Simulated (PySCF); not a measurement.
Compound: SnEt(NMe2)3, C₈H₂₃N₃Sn.
Structure used (PBE0-D3(BJ)/def2-SVP), in Å, numbered top down from 1:
```
atom  x, y, z in Å
Sn1   -0.0720    0.0886    0.2988
C2     0.0062   -0.1325    2.4402
C3     1.0934   -1.1098    2.8692
H4    -0.9885   -0.4575    2.7847
H5     0.1755    0.8721    2.8583
H6     1.1466   -1.1997    3.9667
H7     0.9162   -2.1195    2.4665
H8     2.0876   -0.7924    2.5176
N9     1.6806    0.2817   -0.7163
C10    2.3757    1.5393   -0.7181
C11    2.5201   -0.8638   -0.9355
H12    3.1772    1.6017    0.0511
H13    1.6725    2.3673   -0.5366
H14    2.8618    1.7253   -1.6970
H15    1.9228   -1.7886   -0.9101
H16    3.0131   -0.8134   -1.9274
H17    3.3325   -0.9663   -0.1823
N18   -1.0144    1.8283   -0.2064
C19   -2.0189    2.3980    0.6472
C20   -1.1702    2.1573   -1.5976
H21   -2.0040    3.5054    0.5949
H22   -1.8446    2.1268    1.7011
H23   -3.0550    2.0830    0.3927
H24   -0.3507    1.7209   -2.1905
H25   -2.1293    1.8017   -2.0342
H26   -1.1374    3.2547   -1.7513
N27   -0.7981   -1.6370   -0.5248
C28   -1.7574   -2.4400    0.1805
C29   -0.9109   -1.7219   -1.9566
H30   -2.8155   -2.1667   -0.0282
H31   -1.6093   -2.3696    1.2704
H32   -1.6500   -3.5102   -0.0877
H33   -0.1369   -1.1057   -2.4408
H34   -0.7652   -2.7644   -2.3038
H35   -1.8984   -1.3898   -2.3455
```

Level of theory: PBE0-D3(BJ)/def2-SVP geometry optimisation, gas phase, def2 core potentials past Kr in PySCF.

Masses are those of the commonest isotopes; rigid-rotor values at the optimised geometry. The values belong to one conformer.

Problem. What are A, B and C (MHz)?

Solution. Ia = 781.74, Ib = 848.26, Ic = 905.33 u·Å²; 505379 MHz·u·Å²/I gives A = 646.5, B = 595.8, C = 558.2 MHz.

Problem. Classify the top.

Solution. An asymmetric top. Ray's parameter κ = (2B − A − C)/(A − C) = -0.149; −1 is the prolate and +1 the oblate limit.

Problem. What does the inertial defect say?

Solution. Not planar: Δ = Ic − Ia − Ib = -724.68 u·Å². For a rigid frame Δ = −2 Σ m c², so Σ m c² = 362.34 u·Å² lies off the ab plane: 82.27 from hydrogen and 280.07 from heavier atoms. The atom farthest from that plane is 3.25 Å away.

Problem. Give the other two planar moments, Paa and Pbb, and the rms extents of the mass along the axes.

Solution. Paa = Σ m a² = (Ib + Ic − Ia)/2 = 485.92 and Pbb = Σ m b² = (Ia + Ic − Ib)/2 = 419.41 u·Å². With the mass M = 281.09 u, the rms extents √(P/M) along a, b and c are 1.31, 1.22, 1.14 Å.

Problem. List the rotational levels J(Ka,Kc) to J = 5 (cm⁻¹).

Solution. Above 0(0,0):
J = 1: 1(0,1) 0.0385, 1(1,1) 0.0402, 1(1,0) 0.0414
J = 2: 2(0,2) 0.1150, 2(1,2) 0.1159, 2(1,1) 0.1197, 2(2,1) 0.1248, 2(2,0) 0.1252
J = 3: 3(0,3) 0.2289, 3(1,3) 0.2293, 3(1,2) 0.2366, 3(2,2) 0.2402, 3(2,1) 0.2423, 3(3,1) 0.2521, 3(3,0) 0.2522
J = 4: 4(0,4) 0.3799, 4(1,4) 0.3800, 4(1,3) 0.3918, 4(2,3) 0.3938, 4(2,2) 0.3988, 4(3,2) 0.4068, 4(3,1) 0.4076, 4(4,1) 0.4224, 4(4,0) 0.4224
J = 5: 5(0,5) 0.5681, 5(1,5) 0.5681, 5(1,4) 0.5843, 5(2,4) 0.5852, 5(2,3) 0.5943, 5(3,3) 0.6000, 5(3,2) 0.6026, 5(4,2) 0.6159, 5(4,1) 0.6162, 5(5,1) 0.6358, 5(5,0) 0.6358
The levels of one J sum to (2J + 1)J(J + 1)(A + B + C)/3.

Problem. Which lines would a microwave search look for?

Solution. The dipole components are |μa| = 0.37 D, |μb| = 0.64 D, |μc| = 1.18 D. Intensities carry the squares of the components, which stand as 0.10 : 0.29 : 1.00 (a : b : c). Some lines, for components of 0.1 D or more:

| type | branch | J(Ka,Kc) | MHz | lower level (cm⁻¹) |
| --- | --- | --- | --- | --- |
| b | Q | 3(3,1) ← 3(2,2) | 355 | 0.240 |
| b | R | 1(1,1) ← 0(0,0) | 1205 | 0.000 |
| c | R | 1(1,0) ← 0(0,0) | 1242 | 0.000 |
| b | R | 2(0,2) ← 1(1,1) | 2243 | 0.040 |
| a | R | 2(1,1) ← 1(1,0) | 2346 | 0.041 |
| c | R | 2(1,1) ← 1(0,1) | 2434 | 0.038 |
| b | R | 2(2,1) ← 1(1,0) | 2498 | 0.041 |
| c | R | 2(2,1) ← 1(1,1) | 2535 | 0.040 |
| b | R | 3(1,2) ← 2(2,1) | 3355 | 0.125 |
| c | R | 3(2,1) ← 2(1,1) | 3676 | 0.120 |
| c | R | 3(3,0) ← 2(2,0) | 3807 | 0.125 |

Problem. Estimate the classical rotational partition function at 25 K, 100 K and 200 K.

Solution. Point group C1, symmetry number σ = 1; q = (√π/σ)·√((kT/h)³/(ABC)), k/h = 20836.6 MHz/K: 45400 at 25 K, 364000 at 100 K, 1030000 at 200 K.

Atoms past krypton carry def2 core potentials. Whether it is a minimum is left open (no frequencies). These are rigid-rotor constants of the computed structure; measured ground-state constants (B0) also hold zero-point vibration. A rigid rotor knows nothing of internal rotation, which can split or shift real lines. Quadrupole hyperfine structure (14N) is left out.
